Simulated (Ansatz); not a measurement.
## Scan of the H5–C1–S2–Si3 dihedral angle

CH$_{4}$S$_{2}$Si (SMILES CS[Si]S), closed shell, at its PBE0-D4/def2-TZVP minimum:

C1  (-0.072, 1.051, -0.291)
S2  (0.163, 0.626, 1.450)
Si3  (0.299, -1.471, 1.791)
S4  (0.104, -2.398, -0.136)
H5  (-0.130, 2.138, -0.345)
H6  (-1.002, 0.630, -0.672)
H7  (0.773, 0.714, -0.891)
H8  (-0.043, -1.347, -0.962)
(Å)

The dihedral angle H5–C1–S2–Si3 (179.9° at the minimum) is set to the values below, the two halves turning rigidly about the central bond. Each method's energies count from its own value at the PBE0-D4 minimum structure. Ansatz 0.2.0; basis: def2-TZVPP; cores frozen in the correlated methods. B3LYP uses VWN-RPA correlation.

CCSD(T) energies along the scan:
```json
{"dihedral angle (°)": "-173.6", "CCSD(T) (kJ/mol)": "0.23"}
{"dihedral angle (°)": "-156.4", "CCSD(T) (kJ/mol)": "3.13"}
{"dihedral angle (°)": "-139.3", "CCSD(T) (kJ/mol)": "8.79"}
{"dihedral angle (°)": "-122.2", "CCSD(T) (kJ/mol)": "13.31"}
{"dihedral angle (°)": "-105.0", "CCSD(T) (kJ/mol)": "11.80"}
{"dihedral angle (°)": "-87.9", "CCSD(T) (kJ/mol)": "6.59"}
{"dihedral angle (°)": "-70.7", "CCSD(T) (kJ/mol)": "2.86"}
```
They count from the CCSD(T) energy at the PBE0-D4 minimum.

Largest difference from the CCSD(T) curve over the scan: B3LYP-D4 1.40; wB97M-V 1.60; MP2 0.15 kJ/mol. Each curve counts from its own value at the minimum.

The T1 diagnostic stays at or below 0.016.

For scale, one of the runs: CCSD(T)/def2-TZVPP, 213 basis functions, launched by `ansatz run in.yaml --threads 4 --pin off --events-out ev --progress --plain --max-ram 8704MiB`. Hardware: 4 CPU threads of an Intel Xeon Platinum 8375C, shared host. Wall time 31 s; peak host memory 2.7 GiB.
